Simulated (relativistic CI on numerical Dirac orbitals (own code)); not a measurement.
## Hf53+: sensitivity of the levels to the model

Base calculation: Dirac-Coulomb-Breit CI, separate exchange-only KLI orbitals for each configuration, QED by a radiative potential, unscaled Slater integrals.

CI space (outside the closed core [Ne]): 3s²3p⁶3d, 3s²3p⁵3d², 3s3p⁶3d², 3s²3p⁶4s, 3s²3p⁶4p, 3s²3p⁶4d, 3s²3p⁵3d4s, 3s²3p⁶4f, 3s²3p⁵3d4p, 3p⁶3d³, 3p⁵3d⁴, 3p⁵3d³4s. Double excitations out of closed p, d and f shells are left out; levels of such configurations are missing from the list, as are those of other unlisted configurations, and high levels can miss mixing partners. These lack a partner that the ground configuration has and come out too high: 3s²3p⁵3d4p.

Variants: (1) configuration mixing switched off; (2) non-relativistic limit. Shifts of the energy above 3s²3p⁶3d ²D3/2, in eV, for the lowest level and the first level of each name with at least 55 % of one term (blank where a level changes its place among those of its configuration and J or its character, or is not in the variant):

```csv
Level,Base,Δ(1),Δ(2)
3s²3p⁶3d ²D3/2,0.000,0.000,0.000
3s²3p⁶3d ²D5/2,68.023,+0.011,-68.023
3s²3p⁵3d² ⁴D°1/2,245.109,-0.412,-29.070
3s²3p⁵3d² ⁴G°9/2,310.707,-0.417,-83.708
3s²3p⁵3d² ²H°11/2,321.306,-0.416,
3s²3p⁵3d² ²G°9/2,338.314,-0.416,
3s²3p⁵3d² ²F°5/2,364.048,-0.119,
3s²3p⁵3d² ²P°1/2,370.763,-0.375,-126.564
3s²3p⁵3d² ⁴G°11/2,379.253,-0.414,
3s3p⁶3d² ⁴F3/2,759.837,-0.577,-346.896
3s3p⁶3d² ⁴P1/2,788.331,-0.481,-360.887
3s3p⁶3d² ⁴F7/2,825.037,-0.564,-412.096
3s3p⁶3d² ⁴P3/2,836.077,-0.582,-408.633
3s3p⁶3d² ²G9/2,840.783,-0.495,
```

At this charge energies of transitions that change n are usually good to better than 1 %, and those within a shell (Δn = 0) to a few per cent.

Ionisation energy from the two ground configurations alone: base 4979.34 eV. The NIST ASD value (theoretical) is 4980 eV.

LS names give the leading component of a level, which can be under half, so a name can repeat, a term be missing and a line seem to break the LS rules.
